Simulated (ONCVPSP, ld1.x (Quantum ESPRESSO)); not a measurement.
## Potentials for Te (Z = 52) compared

Generated with ld1.x 7.5 (TM, RRKJ, ultrasoft, PAW), atompaw 4.2 or ONCVPSP 4.0.1. The cutoff is in Ry: for ld1.x and atompaw files where the sum of valence levels is converged to 10 mRy in a Bessel basis, for ONCV files where the hardest occupied wave has 1 mHa per electron of residual kinetic energy. The error is the largest all-electron minus pseudo excitation energy over each file’s own four to seven test configurations (ionisations up to +4, promotions, holes and added fractions of an electron), all of which were solved. The labels leave out finer settings (local radius, basis sizes, second energies), which also bear on the numbers. Spin-polarised tests are not counted. The rows are a selection from randomly drawn settings: files with unsolved tests, undetermined cutoffs or missed reference levels are left out.

A true bound ghost makes a file unfit for plane-wave use even where its test errors are small: the radial tests pick states by their node count and pass the ghost by.

| potential | cutoff (Ry) | largest error (meV) | bound ghosts |
| --- | --- | --- | --- |
| ONCV, Wu-Cohen, non-relativistic, rc 1.10/1.45/1.30 (spd), local smoothed, core correction no, reference 4s2 4p6 4d10 5s1.5 5p4.5, qcut 10.2/11.1/14.5, projectors 2/2/1 | 113 | -0.2 | none |
| ONCV, LDA (Perdew-Wang 92), scalar-relativistic, rc 1.95/2.40/1.05 (spd), local smoothed, core correction no, reference 4d10 5s2 5p4, qcut 3.2/3.3/8, projectors 2/2/1 | 376 | -33 | s, p |
| ONCV, PBE, scalar-relativistic, rc 1.65/1.90/1.05 (spd), local smoothed, core correction yes, reference 4d10 5s2 5p3, qcut 3.7/3.7/10.3, projectors 2/1/2 | 95 | -8.4 | s, p |
| ONCV, BLYP, scalar-relativistic, rc 1.95/1.60/1.95 (spd), local smoothed, core correction no, reference 5s2 5p4, qcut 3.2/4.1/5.2, projectors 3/2/2 | 136 | +112 | p, d, s |
| ONCV, BLYP, scalar-relativistic, rc 1.45/1.20/1.20 (spd), local d, core correction yes, reference 4s2 4p6 4d10 5s2 5p4, qcut 6.7/13/14.8, projectors 2/2/0 | 116 | -76 | none |
| ONCV, PBE, fully relativistic, rc 1.35/1.45/1.45 (spd), local smoothed, core correction no, reference 4s2 4p6 4d10 5s2 5p3.75, qcut 9.6/8.6/8.6, projectors 3/2/2 | 71 | +0.6 | none |

**Question.** Fill in the row for Te: TM, PBE, fully relativistic, rc 1.65/1.85/1.95 (spd), local smoothed, core correction yes, reference 5s2 5p4.

**Answer.** cutoff 30 Ry, largest error -102 meV, bound ghosts: none.
